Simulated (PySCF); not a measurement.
PySCF job for H₃OSi, SMILES [OH+]=[SiH2], charge +1, r2SCAN-D4/def2-TZVP. 

```python
import numpy as np
from pyscf import gto, scf, dft
from pyscf.geomopt import geometric_solver

mol = gto.M(
    atom='''
    O     0.05676160    1.00986300   -0.00000000
    Si   -0.00999510   -0.54438109    0.00000000
    H    -0.36976415    1.87284020    0.00000001
    H    -1.27759206   -1.25044706   -0.00000000
    H     1.33319486   -1.07996189   -0.00000000
    ''',
    basis='def2-TZVP',
    charge=1,
    spin=0,
    max_memory=1600,
    verbose=3,
)
mf = dft.RKS(mol, xc='r2scan').density_fit(auxbasis='def2-universal-jkfit')
mf.disp = 'd4'
mf.grids.level = 4
mf.conv_tol = 1e-9
mf.max_cycle = 100
mf.kernel()
grad = mf.nuc_grad_method()
grad.grid_response = mol.nao <= 150
conv, mol_eq = geometric_solver.kernel(grad, convergence_set='GAU_TIGHT', maxsteps=100)
print(mol_eq.tostring(format='xyz'))
mf.reset(mol_eq)
mf.kernel()
```

Program output:

```
converged SCF energy = -366.205893093689
[banner and settings of the optimiser left out]
Geometry optimization cycle 1
Cartesian coordinates (Angstrom)
 Atom        New coordinates             dX        dY        dZ
   O   0.056762   1.009863   0.000000    0.000000  0.000000  0.000000
  Si  -0.009995  -0.544381   0.000000    0.000000  0.000000  0.000000
   H  -0.369764   1.872840   0.000000    0.000000  0.000000  0.000000
   H  -1.277592  -1.250447   0.000000    0.000000  0.000000  0.000000
   H   1.333195  -1.079962   0.000000    0.000000  0.000000  0.000000

WARN: Mole.unit (angstrom) is changed to Bohr

converged SCF energy = -366.205893093632
--------------- DFRKS_Scanner gradients ---------------
         x                y                z
0 O    -0.0045506420     0.0021099425    -0.0000000002
1 Si    -0.0015433636    -0.0175725458    -0.0000000001
2 H     0.0052215004     0.0026754769     0.0000000001
3 H     0.0055451455     0.0046807805     0.0000000000
4 H    -0.0046726403     0.0081063459     0.0000000001
----------------------------------------------
cycle 1: E = -366.205893094  dE = -366.206  norm(grad) = 0.0226045
Step    0 : Gradient = 1.011e-02/1.764e-02 (rms/max) Energy = -366.2058930936
Hessian Eigenvalues: 2.30000e-02 3.27605e-02 5.00000e-02 ... 1.94760e-01 5.49118e-01 6.08416e-01

Geometry optimization cycle 2
Cartesian coordinates (Angstrom)
 Atom        New coordinates             dX        dY        dZ
   O   0.065459   1.025869   0.000000    0.008697  0.016006  0.000000
  Si   0.026409  -0.525133   0.000000    0.036404  0.019248  0.000000
   H  -0.432293   1.849725   0.000000   -0.062529 -0.023115 -0.000000
   H  -1.281665  -1.197129  -0.000000   -0.004073  0.053318 -0.000000
   H   1.354696  -1.145420  -0.000000    0.021501 -0.065458 -0.000000
converged SCF energy = -366.207251137613
--------------- DFRKS_Scanner gradients ---------------
         x                y                z
0 O    -0.0087198645    -0.0021373966    -0.0000000002
1 Si     0.0049078898    -0.0036820141     0.0000000002
2 H     0.0043978583     0.0020105190     0.0000000001
3 H    -0.0018200922     0.0025318153    -0.0000000001
4 H     0.0012342086     0.0012770764    -0.0000000000
----------------------------------------------
cycle 2: E = -366.207251138  dE = -0.00135804  norm(grad) = 0.0124302
Step    1 : Displace = 5.306e-02/6.891e-02 (rms/max) Trust = 1.000e-01 (=) Grad = 5.559e-03/8.978e-03 (rms/max) E (change) = -366.2072511376 (-1.358e-03) Quality = 1.188
Hessian Eigenvalues: 2.30000e-02 3.27605e-02 5.00000e-02 ... 3.11985e-01 5.49427e-01 6.15695e-01

Geometry optimization cycle 3
Cartesian coordinates (Angstrom)
 Atom        New coordinates             dX        dY        dZ
   O   0.104433   1.055808   0.000000    0.038974  0.029939  0.000000
  Si   0.023996  -0.491163   0.000000   -0.002413  0.033970 -0.000000
   H  -0.461147   1.835419   0.000000   -0.028854 -0.014306 -0.000000
   H  -1.267610  -1.217058   0.000000    0.014056 -0.019930  0.000000
   H   1.332933  -1.175093  -0.000000   -0.021763 -0.029673  0.000000
converged SCF energy = -366.208140157069
--------------- DFRKS_Scanner gradients ---------------
         x                y                z
0 O    -0.0061356374    -0.0070614883    -0.0000000001
1 Si     0.0016771651     0.0131015856     0.0000000000
2 H     0.0038553183     0.0005774507     0.0000000001
3 H    -0.0029439043    -0.0033436873    -0.0000000000
4 H     0.0035470583    -0.0032738606     0.0000000000
----------------------------------------------
cycle 3: E = -366.208140157  dE = -0.000889019  norm(grad) = 0.0178974
Step    2 : Displace = 3.622e-02/4.904e-02 (rms/max) Trust = 1.414e-01 (+) Grad = 8.004e-03/1.321e-02 (rms/max) E (change) = -366.2081401571 (-8.890e-04) Quality = 1.125
Hessian Eigenvalues: 2.30000e-02 3.27605e-02 4.17012e-02 ... 3.17312e-01 5.50084e-01 6.47831e-01

Geometry optimization cycle 4
Cartesian coordinates (Angstrom)
 Atom        New coordinates             dX        dY        dZ
   O   0.133617   1.071097   0.000000    0.029184  0.015289  0.000000
  Si   0.039053  -0.479949   0.000000    0.015057  0.011214  0.000000
   H  -0.503577   1.796299   0.000000   -0.042430 -0.039120 -0.000000
   H  -1.258482  -1.182739   0.000000    0.009127  0.034319  0.000000
   H   1.321994  -1.196794  -0.000000   -0.010940 -0.021702 -0.000000
converged SCF energy = -366.208719804313
--------------- DFRKS_Scanner gradients ---------------
         x                y                z
0 O    -0.0045288805    -0.0071469513    -0.0000000000
1 Si     0.0027943793     0.0124590053     0.0000000000
2 H     0.0021581187     0.0003167399     0.0000000000
3 H    -0.0009858743    -0.0024171592    -0.0000000000
4 H     0.0005622568    -0.0032116346    -0.0000000000
----------------------------------------------
cycle 4: E = -366.208719804  dE = -0.000579647  norm(grad) = 0.0160259
Step    3 : Displace = 3.639e-02/5.768e-02 (rms/max) Trust = 2.000e-01 (+) Grad = 7.167e-03/1.277e-02 (rms/max) E (change) = -366.2087198043 (-5.796e-04) Quality = 1.480
Hessian Eigenvalues: 2.30000e-02 3.09484e-02 3.27605e-02 ... 3.17763e-01 5.46471e-01 5.92492e-01

Geometry optimization cycle 5
Cartesian coordinates (Angstrom)
 Atom        New coordinates             dX        dY        dZ
   O   0.166858   1.082581   0.000000    0.033240  0.011484  0.000000
  Si   0.047430  -0.478608   0.000000    0.008377  0.001342 -0.000000
   H  -0.539938   1.744615   0.000000   -0.036361 -0.051684 -0.000000
   H  -1.261543  -1.143110   0.000000   -0.003061  0.039629  0.000000
   H   1.319799  -1.197565  -0.000000   -0.002195 -0.000770 -0.000000
converged SCF energy = -366.209109128172
--------------- DFRKS_Scanner gradients ---------------
         x                y                z
0 O    -0.0004218201    -0.0021903299     0.0000000001
1 Si     0.0011129639     0.0040911089    -0.0000000000
2 H    -0.0001754357    -0.0004506503    -0.0000000001
3 H     0.0011634964    -0.0004724393     0.0000000000
4 H    -0.0016792045    -0.0009776895    -0.0000000000
----------------------------------------------
cycle 5: E = -366.209109128  dE = -0.000389324  norm(grad) = 0.00534207
Step    4 : Displace = 3.711e-02/6.266e-02 (rms/max) Trust = 2.828e-01 (+) Grad = 2.389e-03/4.240e-03 (rms/max) E (change) = -366.2091091282 (-3.893e-04) Quality = 1.073
Hessian Eigenvalues: 2.30000e-02 3.27605e-02 4.00659e-02 ... 3.17658e-01 5.38976e-01 5.63558e-01

Geometry optimization cycle 6
Cartesian coordinates (Angstrom)
 Atom        New coordinates             dX        dY        dZ
   O   0.164531   1.076714   0.000000   -0.002327 -0.005867 -0.000000
  Si   0.044009  -0.487188   0.000000   -0.003422 -0.008581  0.000000
   H  -0.533999   1.747786   0.000000    0.005940  0.003171  0.000000
   H  -1.269669  -1.142734   0.000000   -0.008126  0.000375 -0.000000
   H   1.327734  -1.186664  -0.000000    0.007935  0.010901  0.000000
converged SCF energy = -366.209179419241
--------------- DFRKS_Scanner gradients ---------------
         x                y                z
0 O    -0.0002767567    -0.0002035070     0.0000000000
1 Si     0.0006549348    -0.0001638908    -0.0000000000
2 H    -0.0001479971     0.0002480604    -0.0000000000
3 H     0.0007071547     0.0002178455     0.0000000000
4 H    -0.0009373357    -0.0000985081    -0.0000000000
----------------------------------------------
cycle 6: E = -366.209179419  dE = -7.02911e-05  norm(grad) = 0.00144675
Step    5 : Displace = 9.146e-03/1.322e-02 (rms/max) Trust = 3.000e-01 (+) Grad = 6.470e-04/9.425e-04 (rms/max) E (change) = -366.2091794192 (-7.029e-05) Quality = 1.212
Hessian Eigenvalues: 2.30000e-02 3.27605e-02 4.18485e-02 ... 3.22579e-01 5.49372e-01 5.74925e-01

Geometry optimization cycle 7
Cartesian coordinates (Angstrom)
 Atom        New coordinates             dX        dY        dZ
   O   0.166557   1.075571   0.000000    0.002026 -0.001143 -0.000000
  Si   0.041564  -0.488641   0.000000   -0.002444 -0.001453 -0.000000
   H  -0.532354   1.745980   0.000000    0.001645 -0.001806  0.000000
   H  -1.274492  -1.143798   0.000000   -0.004822 -0.001064  0.000000
   H   1.331330  -1.181199  -0.000000    0.003596  0.005465  0.000000
converged SCF energy = -366.209188525006
--------------- DFRKS_Scanner gradients ---------------
         x                y                z
0 O     0.0000892816     0.0001798474     0.0000000000
1 Si    -0.0000906810    -0.0001446096    -0.0000000000
2 H    -0.0000245832    -0.0000126914    -0.0000000000
3 H     0.0000233601    -0.0000222276     0.0000000000
4 H     0.0000026226    -0.0000003187    -0.0000000000
----------------------------------------------
cycle 7: E = -366.209188525  dE = -9.10577e-06  norm(grad) = 0.000266952
Step    6 : Displace = 4.156e-03/6.237e-03 (rms/max) Trust = 3.000e-01 (=) Grad = 1.194e-04/2.008e-04 (rms/max) E (change) = -366.2091885250 (-9.106e-06) Quality = 0.969
Hessian Eigenvalues: 2.30000e-02 3.27605e-02 4.30511e-02 ... 3.30179e-01 5.48580e-01 5.74965e-01

Geometry optimization cycle 8
Cartesian coordinates (Angstrom)
 Atom        New coordinates             dX        dY        dZ
   O   0.165991   1.075244   0.000000   -0.000566 -0.000327 -0.000000
  Si   0.041677  -0.488763   0.000000    0.000113 -0.000122 -0.000000
   H  -0.532142   1.746399   0.000000    0.000212  0.000420  0.000000
   H  -1.274463  -1.143829   0.000000    0.000029 -0.000031  0.000000
   H   1.331542  -1.181139  -0.000000    0.000212  0.000060  0.000000
converged SCF energy = -366.209188627227
--------------- DFRKS_Scanner gradients ---------------
         x                y                z
0 O    -0.0000065528     0.0000237216     0.0000000000
1 Si     0.0000023601    -0.0000233837    -0.0000000000
2 H     0.0000069903     0.0000042939    -0.0000000000
3 H    -0.0000037688    -0.0000013709     0.0000000000
4 H     0.0000009712    -0.0000032609    -0.0000000000
----------------------------------------------
cycle 8: E = -366.209188627  dE = -1.02221e-07  norm(grad) = 3.53975e-05
Step    7 : Displace = 3.769e-04/6.227e-04 (rms/max) Trust = 3.000e-01 (=) Grad = 1.583e-05/2.461e-05 (rms/max) E (change) = -366.2091886272 (-1.022e-07) Quality = 0.979
Hessian Eigenvalues: 2.30000e-02 3.27605e-02 4.71205e-02 ... 3.23872e-01 5.33787e-01 5.50279e-01

Geometry optimization cycle 9
Cartesian coordinates (Angstrom)
 Atom        New coordinates             dX        dY        dZ
   O   0.165991   1.075258   0.000000   -0.000000  0.000014 -0.000000
  Si   0.041719  -0.488735   0.000000    0.000042  0.000028  0.000000
   H  -0.532281   1.746274   0.000000   -0.000139 -0.000125  0.000000
   H  -1.274413  -1.143797   0.000000    0.000050  0.000032 -0.000000
   H   1.331589  -1.181087  -0.000000    0.000047  0.000052  0.000000
converged SCF energy = -366.20918862977
--------------- DFRKS_Scanner gradients ---------------
         x                y                z
0 O    -0.0000001403     0.0000028577     0.0000000000
1 Si    -0.0000000252    -0.0000036595    -0.0000000000
2 H     0.0000019204     0.0000007402    -0.0000000000
3 H    -0.0000009252     0.0000014617     0.0000000000
4 H    -0.0000008297    -0.0000014002    -0.0000000000
----------------------------------------------
cycle 9: E = -366.20918863  dE = -2.54312e-09  norm(grad) = 5.60861e-06
Step    8 : Displace = 7.135e-05/1.218e-04 (rms/max) Trust = 3.000e-01 (=) Grad = 2.508e-06/3.660e-06 (rms/max) E (change) = -366.2091886298 (-2.543e-09) Quality = 1.290
Hessian Eigenvalues: 2.30000e-02 3.01602e-02 3.27605e-02 ... 3.29356e-01 5.40844e-01 5.54189e-01

Geometry optimization cycle 10
Cartesian coordinates (Angstrom)
 Atom        New coordinates             dX        dY        dZ
   O   0.165932   1.075273   0.000000   -0.000058  0.000015 -0.000000
  Si   0.041757  -0.488719   0.000000    0.000037  0.000016 -0.000000
   H  -0.532416   1.746210   0.000000   -0.000135 -0.000064  0.000000
   H  -1.274336  -1.143861   0.000000    0.000078 -0.000064  0.000000
   H   1.331668  -1.180990  -0.000000    0.000079  0.000097  0.000000
converged SCF energy = -366.209188630084
--------------- DFRKS_Scanner gradients ---------------
         x                y                z
0 O     0.0000036125    -0.0000051003     0.0000000000
1 Si    -0.0000000188    -0.0000000467    -0.0000000000
2 H    -0.0000012772     0.0000027217    -0.0000000000
3 H    -0.0000004400     0.0000024898     0.0000000000
4 H    -0.0000018765    -0.0000000644     0.0000000000
----------------------------------------------
cycle 10: E = -366.20918863  dE = -3.14287e-10  norm(grad) = 7.61729e-06
Step    9 : Displace = 1.983e-05/3.457e-05 (rms/max) Trust = 3.000e-01 (=) Grad = 3.407e-06/6.250e-06 (rms/max) E (change) = -366.2091886301 (-3.143e-10) Quality = 0.487
Hessian Eigenvalues: 2.30000e-02 3.01602e-02 3.27605e-02 ... 3.29356e-01 5.40844e-01 5.54189e-01
Converged! =D

5
XYZ from PySCF
O           0.16593247        1.07527286        0.00000000
Si          0.04175693       -0.48871908        0.00000000
H          -0.53241641        1.74620999        0.00000001
H          -1.27433592       -1.14386093        0.00000000
H           1.33166809       -1.18098969       -0.00000000
converged SCF energy = -366.209188630846
```

Self-consistency was reached.

Cost: around 110 core-seconds (rough).
